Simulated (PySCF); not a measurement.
**WF and its ions**

M06-L; PySCF, scalar-relativistic core potentials, basis sets W def2-TZVPPD with ECP60, F def2-TZVPPD. Neutral (UKS): sextet (σ ↑, π ↑↑, δ ↑↑), Re = 1.906 Å, ωe = 622 cm⁻¹, HOMO -4.30 eV, LUMO -2.13 eV.

WF⁺ (UKS): quintet (σ ↑, π ↑, δ ↑↑), Re = 1.801 Å, ωe = 761 cm⁻¹. The energies at the minima are -166.89849 hartree for WF and -166.61176 for WF⁺.

(1) Work out the adiabatic ionisation energy, without and with harmonic zero-point energies (1 hartree = 27.2114 eV, 1 eV = 8065.5 cm⁻¹), and the change of the bond length.

WF⁻ (UKS): quintet (π ↑↑, δ ↑↑), Re = 1.953 Å, ωe = 529 cm⁻¹. The energies at the minima are -166.89849 hartree for WF and -166.95318 for WF⁻.

(2) Work out the adiabatic electron affinity, without and with harmonic zero-point energies (1 hartree = 27.2114 eV, 1 eV = 8065.5 cm⁻¹), and the change of the bond length.

De is left out where the level can put another filling of the metal’s s and d shells below the measured ground configuration, by anything from nothing to about 1 eV. Spin–orbit coupling is left out, which matters for elements this heavy, above all for dissociation energies. The highest Kohn–Sham level is positive in this anion. Much of that is self-interaction error, but it also means that the finite basis helps to hold the extra electron. The state is the lowest single determinant that the PBE0 search found; with open d or f shells the true ground state can be another one.

## Answers

(1) At M06-L: 0.28673 hartree = 7.802 eV between the minima; the zero-point term (761.0 − 622.0)/2 cm⁻¹ = +0.009 eV makes it 7.811 eV. Re changes by -10.5 pm against the neutral. The electron leaves a π orbital, and the shorter bond of the ion fits an antibonding orbital, or a change in how ionic the bond is.

(2) At M06-L: 0.05469 hartree = 1.488 eV between the minima; the zero-point term (622.0 − 529.0)/2 cm⁻¹ = +0.006 eV makes it 1.494 eV. Re changes by +4.7 pm against the neutral. The electron enters a σ orbital, and the longer bond of the ion fits an antibonding orbital, or a change in how ionic the bond is.
